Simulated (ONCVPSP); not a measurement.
# Sn (Z = 50) ONCV: all-electron and pseudo phase curves

```json
{"Element": "Sn", "Generator": "ONCVPSP 4.0.1", "Type": "optimised norm-conserving Vanderbilt (ONCV)", "Functional": "PBE", "Relativity": "scalar-relativistic", "Frozen core": "[Kr]", "Valence charge": "14", "Reference configuration": "4d10 5s2 5p1 (charge +1)", "Partial waves": "5s: rc 1.70 bohr, ncon 4, nbas 8, qcut 3.3 1/bohr, 2 projectors, debl 2.2 Ha; 5p: rc 1.95 bohr, ncon 4, nbas 9, qcut 5 1/bohr, 2 projectors, debl 4 Ha; 4d: rc 1.40 bohr, ncon 4, nbas 9, qcut 11.6 1/bohr, 2 projectors, debl 3.9 Ha", "Local potential": "polynomial inside 1.20 bohr (lpopt 1, dvloc0 2 Ha)", "Core correction": "Teter function fitted to the true core (icmod 2), fcfact 0.75"}
```

The phase is arctan(r·R′/R) of the radial function R(r), unwrapped; energies in Ha, scanned from -3 to 5 Ha. A pole is an energy at which the radial function vanishes at the test radius. The pseudo phase is shifted by a multiple of π to meet the all-electron one at the reference energy, and phase errors are pseudo minus all-electron; the curves can meet again beyond the range given. Levels narrower than the energy grid can be missing from the lists of poles.

Task: For each channel, where are the poles, and over which energies does the pseudopotential scatter like the atom?

Result:

| channel | radius (bohr) | reference energy (Ha) | poles, all-electron | poles, pseudo | unbroken range about the reference energy with phases within 0.05 rad | phase error 1 Ha above the reference energy (rad) |
| --- | --- | --- | --- | --- | --- | --- |
| s | 1.73 | -0.65 | 3.37 | -0.02, 3.41 | below -0.1 | -3.136 |
| p | 1.98 | -0.38 | 2.60 | 2.54 | below 3.9 | -0.008 |
| d | 1.42 | -1.24 | -0.03 | -0.03 | the whole range | +0.000 |

Note: ghosts flagged at negative energy: s at -0.06 eV; GHOST(+) flagged for p at 106.2 eV. A true bound ghost makes a file unfit for plane-wave use.

Phases in the p channel:

```tsv
E (Ha)	all-electron	pseudo
-2.98	1.319	1.269
-2.76	1.288	1.250
-2.54	1.258	1.228
-2.32	1.226	1.201
-2.10	1.190	1.167
-1.88	1.145	1.125
-1.66	1.088	1.071
-1.44	1.014	0.999
-1.22	0.911	0.899
-1.00	0.761	0.752
-0.78	0.536	0.530
-0.56	0.203	0.202
-0.34	-0.213	-0.213
-0.12	-0.600	-0.602
0.10	-0.879	-0.884
0.32	-1.064	-1.071
0.54	-1.189	-1.197
0.76	-1.278	-1.286
0.98	-1.343	-1.351
1.20	-1.393	-1.401
1.42	-1.434	-1.441
1.64	-1.467	-1.474
1.86	-1.496	-1.502
2.08	-1.521	-1.527
2.30	-1.543	-1.549
2.52	-1.564	-1.569
2.74	-1.584	-1.588
2.96	-1.603	-1.606
3.18	-1.621	-1.623
3.40	-1.641	-1.642
3.62	-1.661	-1.661
3.84	-1.683	-1.691
4.06	-1.707	-1.692
4.28	-1.735	-1.718
4.50	-1.769	-1.745
4.72	-1.811	-1.776
4.94	-1.866	-1.815
```
